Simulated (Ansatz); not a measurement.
Geometry optimisation, UKS PBE-D4/def2-SVP (Ansatz 0.2.0).

input.yaml

```yaml
crystal:
  periodic: [false, false, false]
  atoms:
    - { symbol: H, position_ang: [-1.488152, -0.349243, 0.104678] }
    - { symbol: Br, position_ang: [0.433169, -1.681692, -1.43857] }
    - { symbol: C, position_ang: [-0.562296, 0.103424, -0.24923] }
    - { symbol: C, position_ang: [0.454715, 0.361103, 0.672217] }
    - { symbol: H, position_ang: [-0.646807, 0.738851, -1.14534] }
    - { symbol: H, position_ang: [0.475982, -0.141674, 1.653284] }
    - { symbol: H, position_ang: [1.333289, 0.969131, 0.402961] }
magnetization:
  spin_polarized: true
  initial_magnetization: 1
basis:
  gaussian: { orbitals: def2-SVP }
hamiltonian:
  xc: pbe
  dispersion: d4
relax:
  f_tol: 0.03
  max_steps: 50
```

Launched with:

```bash
$ ansatz run input.yaml --threads 2 --pin off --max-ram 3072MiB --backend cpu --events-out ev --progress --plain --runs-dir out
```

Where does it end, and by what steps?

It converged. After 7 steps the energy has fallen by 0.096 eV; Br2 moved furthest, 0.17 Å.

```json
{"step": "0", "energy less start (eV)": "0.0000", "largest force component (eV/Å)": "0.528", "accepted": "yes"}
{"step": "1", "energy less start (eV)": "0.0024", "largest force component (eV/Å)": "0.716", "accepted": "no"}
{"step": "2", "energy less start (eV)": "-0.0348", "largest force component (eV/Å)": "0.453", "accepted": "yes"}
{"step": "3", "energy less start (eV)": "-0.0672", "largest force component (eV/Å)": "0.586", "accepted": "yes"}
{"step": "4", "energy less start (eV)": "-0.0827", "largest force component (eV/Å)": "0.281", "accepted": "yes"}
{"step": "5", "energy less start (eV)": "-0.0908", "largest force component (eV/Å)": "0.200", "accepted": "yes"}
{"step": "6", "energy less start (eV)": "-0.0951", "largest force component (eV/Å)": "0.047", "accepted": "yes"}
{"step": "7", "energy less start (eV)": "-0.0956", "largest force component (eV/Å)": "0.017", "accepted": "yes"}
```

```xyz
7
Properties=species:S:1:pos:R:3
H -1.440 -0.398 0.046
Br 0.278 -1.626 -1.383
C -0.482 0.003 -0.328
C 0.473 0.378 0.689
H -0.635 0.743 -1.132
H 0.488 -0.141 1.660
H 1.317 1.041 0.448
```

Whether the end is a true minimum wasn't checked by a vibrational analysis.

Time of the run: 24 s on 2 threads of Arm Neoverse N1 (shared host), peak memory 0.16 GiB.
